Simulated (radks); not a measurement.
The numbers below are computed, except where a source is named.
Dipole-allowed excitations along the series with 4 electrons in [He] 2s2. Code: a radial shooting solver on a logarithmic mesh with Libxc functionals. Model: scalar-relativistic Kohn-Sham, LDA (Slater exchange, VWN5 correlation), spin-polarised, spherical densities, finite nucleus; Fermi nuclear charge, rms radius of each element as measured or else 0.836 A^(1/3) + 0.57 fm. Time-dependent linear response with the Hartree and adiabatic LDA kernel, continuum included through the Sternheimer equations, no spin-orbit coupling, so fine structure and intercombination lines are absent. Lines are the poles of the dipole polarisability below minus the highest occupied eigenvalue, found on a grid refined at the orbital gaps; the lowest seven at most are given, and weak or close lines can be missed. The first line takes the name of the lowest orbital gap if no other gap lies below it; otherwise a line is named after a gap within 0.6 % of it, if that gap stands alone.

\begin{tabular}{lrrrrrrr}
species & -e(HOMO) (eV) & lowest orbital gap (eV) & first line (eV) & f & strongest line (eV) & its f & static alpha (bohr^3) \\ \hline
K15+ & 935.16 & 2s-2p 41.190 & 55.478 (2s-2p) & 0.186 & 559.70 (2s-3p) & 0.672 & 0.04707 \\
Ca16+ & 1052.5 & 2s-2p 44.261 & 59.408 (2s-2p) & 0.178 & 627.70 (2s-3p) & 0.680 & 0.03924 \\
Sc17+ & 1177.0 & 2s-2p 47.473 & 63.487 (2s-2p) & 0.171 & 699.68 (2s-3p) & 0.687 & 0.03300 \\
Ti18+ & 1308.4 & 2s-2p 50.841 & 67.731 (2s-2p) & 0.165 & 775.68 (2s-3p) & 0.694 & 0.02796 \\
V19+ & 1447.0 & 2s-2p 54.382 & 72.161 (2s-2p) & 0.160 & 855.71 (2s-3p) & 0.699 & 0.02385 \\
Cr20+ & 1592.7 & 2s-2p 58.115 & 76.788 (2s-2p) & 0.156 & 939.81 (2s-3p) & 0.704 & 0.02047 \\
\end{tabular}
